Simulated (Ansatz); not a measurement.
A run for Ansatz (a quantum-chemistry and plane-wave program): R-PBE0/def2-TZVPP on CH3ClTe (SMILES C[Te]Cl), a point of a torsion scan. Elements past Kr take the def2 small-core potentials; no spin–orbit coupling.

Ansatz 0.2 input:
```yaml
crystal:
  periodic: [false, false, false]
  atoms:
    - {symbol: C, position_ang: [-0.69383678, -0.01829045, 0.02937853]}
    - {symbol: Te, position_ang: [1.07563774, 1.21343411, -0.11923308]}
    - {symbol: Cl, position_ang: [2.05359600, 0.31792728, 1.80635387]}
    - {symbol: H, position_ang: [-0.77384746, -0.36837169, 1.04884516]}
    - {symbol: H, position_ang: [-1.55832530, 0.57942814, -0.22390034]}
    - {symbol: H, position_ang: [-0.62462873, -0.86498688, -0.64084613]}
basis:
  gaussian:
    orbitals: def2-TZVPP
hamiltonian:
  xc: {name: PBE0}
scf: {lower_state_search: off}
```

The log:

```
WARN ansatz: RAYON_NUM_THREADS=1 ignored (pool sized by the plan → 1); use --threads N
Functional definition: PBE0
these checks for a lower state are left out or cut short: stability, starts, cluster_reference, orbital_swaps, neighbouring_geometries, increment
integrals: 0.08 GiB planned
1120 factors; their error is unknown
mean field: 0.71 GiB planned
mean field evaluation 1: about -20892.2372 eV, gradient 4.9e1 eV
mean field evaluation 2: about -20886.3947 eV, gradient 6.4e1 eV
mean field evaluation 4: about -20897.8439 eV, gradient 3.0e0 eV
mean field evaluation 8: about -20897.8585 eV, gradient 6.1e-2 eV
mean field evaluation 16: about -20898.0306 eV, gradient 5.2e-5 eV
mean field -20898.03063318 eV, -767.9884605754 hartree, gradient 1.6e-6 eV, S^2 0.000000; 0 other end points of the search recorded, 0 dependent functions left out
reference -20898.03065979 eV, -767.9884615534 hartree; 25, 25 occupied and 140, 140 virtual orbitals, 1120 factors
Total energy: -20898.03065979 eV, -767.9884615534 hartree
Checks for a lower state left out: stability, starts, cluster_reference, orbital_swaps, neighbouring_geometries, increment
```

Self-consistency was reached.

Cost: very roughly 2.0 core-seconds.
